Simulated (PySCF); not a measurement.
# What a mistake does to a calculation on AlBClH3O

These are calculations, not measurements. They come from PySCF 2.14.0, an open-source quantum chemistry program, on an isolated molecule that a program drew, which may never have been made. The molecule is AlBClH3O (charge 0, singlet), drawn as the SMILES string `[AlH2][O]BCl`.

Each row is a Hartree-Fock (HF) and frozen-core CCSD(T) single point in the cc-pV(D+d)Z basis, meant for a local HF minimum. Run 1 is clean. Each other run has one planted mistake out of seven kinds, and not every kind appears here: one electron removed, one electron added, multiplicity raised by two, geometry at a saddle point, minimal basis STO-3G, one bond length entered in bohr, all coordinates scaled. The reference is restricted for singlets and unrestricted otherwise, and also for a bond in bohr. Adding or removing an electron swaps singlet and doublet. Electrons count all cores. HOMO and LUMO are orbital energies over both spins, the gradient is its largest component, and the lowest frequency (negative if imaginary) is given only where the gradient is small. Bond lengths are over the 6 bonds as drawn. T1 is the CCSD diagnostic: over 0.02 (restricted) or 0.045 (unrestricted) a single reference is doubtful.

Geometry of the clean run:
```xyz
7
AlBClH3O, angstrom
Al   -1.5463    2.2502    0.4415
O    -1.0046    0.6592    0.1551
B    -0.2078   -0.3496   -0.1477
Cl    1.5142   -0.0344   -0.5495
H    -1.4770    2.7780    1.9157
H    -2.1275    3.0426   -0.7796
H    -0.5667   -1.4873   -0.1723
```

```
run  electrons  basis functions  <S^2>  HOMO (eV)  LUMO (eV)  gradient (hartree/bohr)  lowest frequency (cm^-1)  mean bond (Å)  longest bond (Å)      T1  HF (hartree)  CCSD(T) (hartree)               mistake
  1         46               89  0.000     -11.99       1.24                  3.6e-05                        39         1.5250             1.796  0.0143    -802.86690         -803.38317              no fault
  2         45               89  0.836     -15.69     -10.00                  7.8e-02                         -         1.5250             1.796  0.0712    -802.46259         -802.96912  one electron removed
  3         46               89  2.009      -5.76      -3.67                  4.8e-02                         -         1.5250             1.796  0.0526    -802.65015         -803.16888                     ?
  4         47               89  0.767       0.42       7.60                  6.1e-02                         -         1.5250             1.796  0.0154    -802.83585         -803.36685                     ?
```

**Which mistake was planted in run 3, and what did it cost?**

Electrons, basis and geometry are unchanged, and <S^2> is 2.009, beside S(S+1) = 2.00 for a multiplicity of 3. So the mistake is: multiplicity raised by two. Subtracting run 1 and multiplying by 627.51 kcal/mol a hartree, the energy moved by 136.0 kcal/mol in HF and 134.5 kcal/mol in CCSD(T).

**Which mistake was planted in run 4, and what did it cost?**

It counts 47 electrons, one more than the clean run, at the same geometry and basis. So the mistake is: one electron added. Subtracting run 1 and multiplying by 627.51 kcal/mol a hartree, the energy moved by 19.5 kcal/mol in HF and 10.2 kcal/mol in CCSD(T).

Cautions from the logs. Run 2: T1 is over the limit, so its CCSD(T) energy is less reliable; run 3: T1 is over the limit, so its CCSD(T) energy is less reliable; run 4: the HOMO is above zero, so the electron isn't bound and the energy depends on the basis.
